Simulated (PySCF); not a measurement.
A GIAO shielding run with PySCF 2.14 (density fitting, non-relativistic, gas phase) on `CN[Si@@H]1N[Si@@H](S)C[C@@H]1C#N`, C₄H₁₁N₃SSi₂:

```
$ OMP_NUM_THREADS=1 python probes_run.py task.json out

{"job": {"kind": "nmr", "xc": "PBE0", "basis": "pcSseg-1"}, "charge": 0, "multiplicity": 1}
C      3.330654     0.409045    -0.493607
N      2.034405     0.762281     0.031285
Si     0.796707    -0.355067     0.387124
N     -0.170935    -1.005725    -0.903956
Si    -1.865414    -0.692853    -0.842866
S     -2.903671    -2.530244    -1.266333
C     -1.944582    -0.139260     0.969110
C     -0.626222     0.585873     1.265866
C     -0.669721     1.911395     0.744508
N     -0.694366     2.964933     0.292832
H      3.555226    -0.615452    -0.208724
H      3.368193     0.480781    -1.584771
H      4.096975     1.064624    -0.076652
H      1.794459     1.724969    -0.153555
H      1.359970    -1.428415     1.205477
H      0.229888    -1.551074    -1.647090
H     -2.310336     0.312592    -1.806203
H     -4.115842    -2.038409    -1.071640
H     -2.022675    -1.005788     1.629152
H     -2.797234     0.506583     1.187308
H     -0.454397     0.656153     2.342262
```

Hardware: 1 thread of an Arm Neoverse N1, shared host. The job also computes population analyses, field gradients, ring-centre shieldings.

Task: How large is the calculation?

Result: 100 electrons, 246 basis functions and 1333 auxiliary functions.

Task: How long does it take, and how much memory does it need?

Result: 2.2 min of wall time, with 13 SCF cycles and 5 response iterations; peak memory 1.1 GiB. Times on a shared host scatter by some tens of per cent.
